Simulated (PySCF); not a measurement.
Structure problem from calculated spectra and properties.

Formula: C7H7N.

* 1H NMR: chemical shifts (computed TMS as zero) by class: 3.41 (1 H), 2.74 (2 H), 1.94 (2 H), 1.59 (2 H) ppm [GIAO PBE0/pcSseg-1]
* Triplet: lowest triplet excitation (Tamm–Dancoff): 5.92 eV [TDA PBE0/def2-SVPD]
* Rotational structure: rotational constants A, B, C: 4.852, 1.797, 1.635 GHz [PBE0-D3(BJ)/def2-SVP]
* 13C NMR: chemical shifts (computed TMS as zero) by class: 124.5 (1 C), 42.9 (1 C), 42.0 (2 C), 33.9 (1 C), 17.7 (2 C) ppm [GIAO PBE0/pcSseg-1]
* XPS: C1s 290.9, C1s 291.1 (×2), C1s 291.2 (×2), C1s 292.0, C1s 292.0, N1s 404.7 eV [ΔSCF SCAN, pcX-2 on the ionised atom, pcseg-1 elsewhere, spin-free X2C]
* Dipole: 4.47 D [PBE0/def2-SVPD]

Gas-phase values; electronic properties from PySCF, density fitting. Levels stand in brackets. Isolated species at its PBE0-D3(BJ)/def2-SVP geometry, gas phase. Each NMR value is the plain mean over a class of atoms that symmetry, rotation or inversion makes alike.

**Question.** Give a SMILES that accounts for the data.

**Answer.** Numbering: `[N:1]#[C:2][C@:3]12[CH2:4][C@@H:5]3[C@H:6]([CH2:7]1)[C@H:8]23`. Its formula, C7H7N, gives 5 degrees of unsaturation: 3 rings and 2 π bonds in the structure found. 7 carbons fall into 5 classes; from least to most shielded: nitrile carbon [C2] (124.5 ppm), sp3 carbon at a ring junction [C8] (42.9 ppm), four-membered-ring carbon [C4/C7] (42.0 ppm, 2 C), sp3 carbon at a ring junction [C3] (33.9 ppm), sp3 carbon at a ring junction [C5/C6] (17.7 ppm, 2 C). Hydrogen classes from least to most shielded: 1 H on an sp3 carbon at a ring junction, C8 (3.41 ppm), 2 H on 2 four-membered-ring carbons, C4/C7 (2.74 ppm), 2 H on 2 four-membered-ring carbons, C4/C7 (1.94 ppm), 2 H on 2 like atoms (sp3 carbon at a ring junction), C5/C6 (1.59 ppm). The core levels belong to: C1s 290.9 eV, sp3 carbon at a ring junction [C8]; C1s 291.1 eV, sp3 carbon at a ring junction [C5/C6]; C1s 291.2 eV, four-membered-ring carbon [C4/C7]; C1s 292.0 eV, nitrile carbon [C2]; C1s 292.0 eV, sp3 carbon at a ring junction [C3]; N1s 404.7 eV, nitrile nitrogen [N1]. The optimised geometry has point group Cs and is an asymmetric top. Structure: `N#C[C@]12C[C@@H]3[C@H](C1)[C@@H]32`. Computed isomers that give other values at the same levels: `[H]/N=C\c1ccccc1` (rotational constant A: 5.213 GHz; this holds for the one conformer computed); `N#C[C@@]12CC=C[C@@H]1C2` (13C chemical shifts (computed TMS as zero) by class: 143.2 (1 C), 137.8 (1 C), 127.2 (1 C), 42.5 (1 C), 37.7 (1 C), 26.9 (1 C), 13.9 (1 C) ppm); `C=C[C@@H]1[C@H]2[C@@H](C#N)[C@@H]12` (core binding energies: C1s 290.5, C1s 291.0, C1s 291.5 (×2), C1s 291.6, C1s 292.0, C1s 292.5, N1s 404.8 eV). The assignments are read from this structure; whether some other isomer fits the data as well wasn't checked.
